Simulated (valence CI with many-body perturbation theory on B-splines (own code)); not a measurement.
A CI+MBPT run for Sm11+

Computed by configuration interaction combined with many-body perturbation theory (CI+MBPT): five valence electrons over a frozen Dirac-Fock core [Kr] 4d10, radial functions for each j: 7 s, 7 p, 7 d, 7 f, 4 g, 2 h, with the one-electron correlation potential Σ1 (screened to all orders), the two-electron term Σ2, the three-electron term Σ3, Breit, model QED; selected single and double excitations, second order for the rest (own B-spline code, finite nucleus).

Command, and the settings that its task file holds:

```sh
python run_cv.py task.json out
```

```
atom Sm  Z=62  mass_number=152  rms_radius_fm=5.0819
core [Kr] 4d10
valence 4f3 5s2
avg = 1
basis = M
breit = 1
cap = 40000
capref = 1200
cscale = 1
de = 0.0
dress = 0
eps = 2e-08
h = 0.27
hh = 1
l2 = 3
lcore = 6
maxit = 60
n2 = 5
natural = 1
nlev = 45
nno = [4, 4, 4, 5, 3, 2]
nroot = 26
nsp = [3, 3, 3, 2, 1, 0]
pt2 = 1
qed = 1
rpa = 1
s1 = 1
s2 = 1
s3 = 1
screen = 1
tol = 2e-05
```

It took 19 min on 1 thread of Arm Neoverse V1 (shared host).

Log. The first blocks belong to the next ion, which gives the ionisation energy. Fields: 2J, parity (1 odd), roots, reference size, generating configurations, candidates as configurations/state functions, variational space P, stored matrix elements, Davidson steps; e2 is the range of second-order energies in hartree. The first line gives the box (bohr), its intervals, the orbitals and the steps of their self-consistent field. Window is the range of levels sought, series limit the energy at which the first omitted orbital would enter, core excitation an estimate of the first excitation out of the core, left out the lowest levels not solved, and shifts from estimates the range by which levels moved from their first estimate, all in cm⁻¹.

```
rmax 12.1 intervals 62 orbitals 61 references ['4f3 5s2', '4f2 5s2 5p', '4f 5s2 5p2', '4f3 5s 5p', '4f4 5s'] scf 6 t 1.7
2J=8 par=0 roots 2 ref 65 generators 4 cand 5116/46076 P 812/3997 nnz 2.9e+06 it 6
2J=8 par=0 roots 2 ref 65 generators 31 cand 31813/336031 P 3153/19997 nnz 4.1e+07 it 7
   second order: generators 68 cand 52961/589849 e2 -0.00032 -0.00020
2J=10 par=0 roots 2 ref 50 generators 5 cand 4862/42391 P 480/3964 nnz 3.4e+06 it 7
2J=10 par=0 roots 2 ref 50 generators 23 cand 28578/287531 P 2253/19998 nnz 5.4e+07 it 10
   second order: generators 50 cand 49209/512880 e2 -0.00035 -0.00028
2J=4 par=0 roots 2 ref 58 generators 4 cand 5173/37560 P 998/3994 nnz 2.4e+06 it 6
2J=4 par=0 roots 2 ref 58 generators 35 cand 32624/286852 P 3705/19999 nnz 3.6e+07 it 7
   second order: generators 68 cand 49695/450322 e2 -0.00031 -0.00021
reference levels 824, estimated 63, window 69543 1/cm; series limit 1059955, core excitation 1043141
2J=9 par=1 roots 10 ref 23 generators 34 cand 50838/1528836 P 1038/7961 nnz 8.3e+06 it 8
2J=9 par=1 roots 10 ref 23 generators 81 cand 95180/3272219 P 3203/35413 nnz 1.1e+08 it 10
   second order: generators 109 cand 119335/4268674 e2 -0.00439 -0.00232
2J=11 par=1 roots 8 ref 16 generators 26 cand 45792/1264259 P 1054/8000 nnz 8.4e+06 it 9
2J=11 par=1 roots 8 ref 16 generators 65 cand 88423/2962793 P 3210/35265 nnz 1.1e+08 it 11
   second order: generators 93 cand 118737/4122682 e2 -0.00382 -0.00246
2J=13 par=1 roots 5 ref 8 generators 21 cand 37566/854087 P 1257/7999 nnz 8e+06 it 8
2J=13 par=1 roots 5 ref 8 generators 53 cand 77089/2288450 P 3702/36317 nnz 1.2e+08 it 9
   second order: generators 126 cand 143742/4493270 e2 -0.00236 -0.00159
2J=15 par=1 roots 3 ref 5 generators 10 cand 15546/295927 P 1129/8000 nnz 8.6e+06 it 7
2J=15 par=1 roots 3 ref 5 generators 25 cand 39384/1114667 P 3257/34766 nnz 1.3e+08 it 8
   second order: generators 66 cand 86099/2686992 e2 -0.00096 -0.00076
2J=3 par=1 roots 8 ref 22 generators 26 cand 37989/615192 P 1316/7988 nnz 7.3e+06 it 11
2J=3 par=1 roots 8 ref 22 generators 75 cand 88223/2019470 P 4530/38288 nnz 1.1e+08 it 10
   second order: generators 100 cand 102795/2459889 e2 -0.00344 -0.00140
2J=5 par=1 roots 9 ref 27 generators 32 cand 48990/1235690 P 1118/7998 nnz 8e+06 it 10
2J=5 par=1 roots 9 ref 27 generators 80 cand 94808/2769047 P 3660/36395 nnz 1.1e+08 it 12
   second order: generators 112 cand 116046/3526703 e2 -0.00499 -0.00240
2J=7 par=1 roots 8 ref 27 generators 29 cand 48006/1317021 P 997/7997 nnz 8.6e+06 it 10
2J=7 par=1 roots 8 ref 27 generators 68 cand 90525/3024553 P 3007/34859 nnz 1.1e+08 it 12
   second order: generators 93 cand 111034/3802768 e2 -0.00404 -0.00280
2J=1 par=1 roots 3 ref 11 generators 17 cand 40309/433493 P 1767/7982 nnz 7.1e+06 it 6
2J=1 par=1 roots 3 ref 11 generators 39 cand 68692/769783 P 6069/39182 nnz 1.1e+08 it 9
   second order: generators 107 cand 147374/1862721 e2 -0.00087 -0.00061
2J=17 par=1 roots 1 ref 1 generators 5 cand 14350/299388 P 1032/7984 nnz 1.1e+07 it 5
2J=17 par=1 roots 1 ref 1 generators 13 cand 33476/784676 P 2713/28797 nnz 1e+08 it 6
   second order: generators 40 cand 80310/1977169 e2 -0.00046 -0.00046
left out: unestimated 104254, estimated 75181, shifts from estimates -150 to 217
operators 5.5
```

The Davidson iterations converged.

No measured spectrum was set against this ion. As an estimate, terms of the open shell hold to a few per cent of their energy, and close levels can change places. Core correlation moves these levels by up to 41000 cm⁻¹, and in measured spectra 5 to 20 % of such shifts remained as error; rates that hang on mixing are uncertain with them. Among the levels kept, up to 960 cm⁻¹ of a level comes from second order outside the variational space, and about a tenth of that is noise between levels of different J, which matters for small intervals. Only levels of the ground parity were solved; by the run's estimate the other parity begins above the list, which can be wrong where configurations are misplaced.

```
Valence energy                            : -46.51337 hartree
Ionisation energy                         : 199.76 eV (NIST: 208 ± 10 eV (theoretical))
Reference configurations for the orbitals : 4f3 5s2, 4f2 5s2 5p, 4f 5s2 5p2, 4f3 5s 5p, 4f4 5s
Radial orbitals                           : 61
Box radius                                : 12.14 bohr
Largest variational space                 : 39182
Lowest levels                             : 4f3 5s2 4I°_9/2 0.0000, 4f3 5s2 4I°_11/2 0.3999, 4f3 5s2 4I°_13/2 0.8161, 4f3 5s2 4I°_15/2 1.241, 4f3 5s2 4F°_3/2 2.203, 4f3 5s2 2H°_9/2 [a] 2.349, 4f3 5s2 4F°_5/2 2.430, 4f3 5s2 4F°_7/2 2.621, 4f3 5s2 4S°_3/2 2.624, 4f3 5s2 4F°_9/2 2.877, 4f3 5s2 2H°_11/2 [a] 3.043, 4f3 5s2 2G°_7/2 3.303, 4f3 5s2 4G°_5/2 3.324, 4f3 5s2 2K°_13/2 3.639 eV
```

Names give the largest LS component (configuration and term), which can be under half, so a name can repeat, a term be missing and a line seem to break the LS rules; names also repeat where a configuration has a term twice. Letters in brackets count levels of one name in rising energy.
